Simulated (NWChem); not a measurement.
System: CH4BFOSe; SMILES COB(F)[SeH]

Excerpt of the output:

```
             Northwest Computational Chemistry Package (NWChem) 7.3.0
             --------------------------------------------------------

 CS  symmetry detected

                             Geometry "geometry" -> ""
                             -------------------------

 Output coordinates in angstroms (scale by  1.889725989 to convert to a.u.)

  No.       Tag          Charge          X              Y              Z
 ---- ---------------- ---------- -------------- -------------- --------------
    1 B                    5.0000    -0.61347886     0.66671637     0.00000000
    2 F                    9.0000    -1.92994872     0.82506721     0.00000000
    3 O                    8.0000     0.15206109     1.76713594     0.00000000
    4 C                    6.0000     1.55669749     1.74216506     0.00000000
    5 H                    1.0000     1.91839526     2.77918539     0.00000000
    6 H                    1.0000     1.94974064     1.23341450     0.89634301
    7 H                    1.0000     1.94974064     1.23341450    -0.89634301
    8 Se                  34.0000     0.15371687    -1.14136490     0.00000000
    9 H                    1.0000    -1.16399089    -1.78887232     0.00000000

 Effective nuclear repulsion energy (a.u.)     323.3125969074

      Symmetry information
      --------------------

 Group name             Cs
 Group number              2
 Group order               2
 No. of unique centers     8

                                 NWChem DFT Module
                                 -----------------

 Summary of "ao basis" -> "ao basis" (spherical)
 ------------------------------------------------------------------------------
       Tag                 Description            Shells   Functions and Types
 ---------------- ------------------------------  ------  ---------------------
 B                          def2-svp                 6       14   3s2p1d
 F                          def2-svp                 6       14   3s2p1d
 O                          def2-svp                 6       14   3s2p1d
 C                          def2-svp                 6       14   3s2p1d
 H                          def2-svp                 3        5   2s1p
 Se                         def2-svp                12       32   5s4p3d

      Symmetry analysis of basis
      --------------------------

        a'         75
        a"         33

            General Information
            -------------------
          SCF calculation type: DFT
          Wavefunction type:  closed shell.
          No. of atoms     :     9
          No. of electrons :    66
           Alpha electrons :    33
            Beta electrons :    33
          Charge           :     0
          Spin multiplicity:     1
          Use of symmetry is: on ; symmetry adaption is: on
          Maximum number of iterations: 150
          AO basis - number of functions:   108
                     number of shells:    48
          Convergence on energy requested:  1.00D-06
          Convergence on density requested:  1.00D-05
          Convergence on gradient requested:  5.00D-04

              XC Information
              --------------
                     Hartree-Fock (Exact) Exchange  1.000
                   CAM-Becke88 Exchange Functional  1.000
              Lee-Yang-Parr Correlation Functional  1.000

           Range-Separation Parameters
           ---------------------------
           Alpha           :  0.00
           Beta            :  1.00
           Gamma           :  0.33
           Short-Range HF  :     F

             Grid Information
             ----------------
          Grid used for XC integration:  medium
          Radial quadrature: Mura-Knowles
          Angular quadrature: Lebedev.
          Tag              B.-S. Rad. Rad. Pts. Rad. Cut. Ang. Pts.
          ---              ---------- --------- --------- ---------
          B                   0.85       49          10.0       434
          F                   0.50       49          11.0       434
          O                   0.60       49          10.0       434
          C                   0.70       49          11.0       434
          H                   0.35       45          13.0       434
          Se                  1.15      112          11.0       590
          Grid pruning is: on
          Number of quadrature shells:   443
          Spatial weights used:  Erf1

      Superposition of Atomic Density Guess
      -------------------------------------

 Sum of atomic energies:       -2637.62137171

      Non-variational initial energy
      ------------------------------

 Total energy =   -2639.633437
 1-e energy   =   -4313.758990
 2-e energy   =    1350.812957
 HOMO         =      -0.306111
 LUMO         =       0.070237

      Symmetry analysis of molecular orbitals - initial
      -------------------------------------------------

  Numbering of irreducible representations:

     1 a'          2 a"

  Orbital symmetries:

     1 a'          2 a'          3 a'          4 a'          5 a"
     6 a'          7 a'          8 a'          9 a'         10 a'
    11 a'         12 a'         13 a"         14 a'         15 a'
    16 a"         17 a'         18 a"         19 a'         20 a'
    21 a'         22 a'         23 a'         24 a'         25 a"
    26 a'         27 a"         28 a'         29 a'         30 a'
    31 a"         32 a'         33 a"         34 a'         35 a"
    36 a'         37 a'         38 a'         39 a'         40 a"
    41 a'         42 a'         43 a'

     ---------------------------------------------
      Total Density - Mulliken Population Analysis
     ---------------------------------------------

[...]
```

Level: LC-BLYP (range parameter 0.33 per bohr)/def2-SVP. All runs use the structure optimised with PBE0/def2-SVP.

Write an input that gives this output.

This is not unique; one that fits is the input that was run:
```
start job
memory heap 200 mb stack 900 mb global 1100 mb
geometry units angstroms noautoz
  B     -0.659552     0.625342    -0.088967
  F     -1.975043     0.642493    -0.254367
  O      0.004890     1.782880    -0.213856
  C      1.396346     1.905545    -0.064088
  H      1.666662     2.958750    -0.218765
  H      1.719949     1.604985     0.946697
  H      1.936075     1.292222    -0.805214
  Se     0.251716    -1.064495     0.325507
  H     -0.997065    -1.836444     0.309372
end
basis spherical
  * library def2-svp
end
dft
  xc xcamb88 1.00 lyp 1.0 hfexch 1.00
  cam 0.33 cam_alpha 0.0 cam_beta 1.0
  iterations 150
  mulliken
end
task dft energy
```
